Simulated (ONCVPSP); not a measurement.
# Pseudopotential generation for vanadium: ONCV, LDA (Perdew-Wang 92), fully relativistic.

```json
{
 "Element": "V (Z = 23)",
 "Generator": "ONCVPSP 4.0.1",
 "Type": "optimised norm-conserving Vanderbilt (ONCV)",
 "Functional": "LDA (Perdew-Wang 92)",
 "Relativity": "fully relativistic",
 "Frozen core": "[Ne] 3s2",
 "Valence charge": "11",
 "Reference configuration": "3p6 3d3 4s2",
 "Partial waves": "4s: rc 2.40 bohr, ncon 4, nbas 7, qcut 3 1/bohr, 2 projectors, debl 3.9 Ha; 3p: rc 1.25 bohr, ncon 4, nbas 9, qcut 13.7 1/bohr, 1 projector; 3d: rc 1.15 bohr, ncon 5, nbas 9, qcut 7.3 1/bohr, 2 projectors, debl 2.8 Ha",
 "Local potential": "polynomial inside 0.85 bohr (lpopt 5, dvloc0 6 Ha)",
 "Core correction": "Teter function, fcfact 3.25, rcfact 1.15"
}
```

Open shells are filled in proportion to 2j + 1.

Calculated quality:

* Cutoffs needed: 214 Ha and 237 Ha (the cutoffs (Ha) at which the residual kinetic energy of the hardest occupied pseudo-wave falls to 1 and 0.1 mHa per electron)
* Ghost test: ghosts flagged at negative energy: s at -23.3 eV; no localised positive-energy state flagged; a true bound ghost makes a file unfit for plane-wave use
* Configuration tests: 1 of 4 tests not solved or not reliable
* rms error of d²Exc/dni dnj: 9.64 mHa without and 8.81 mHa with the model core

Generation and tests took about 5.8 s on one core of a shared server CPU.
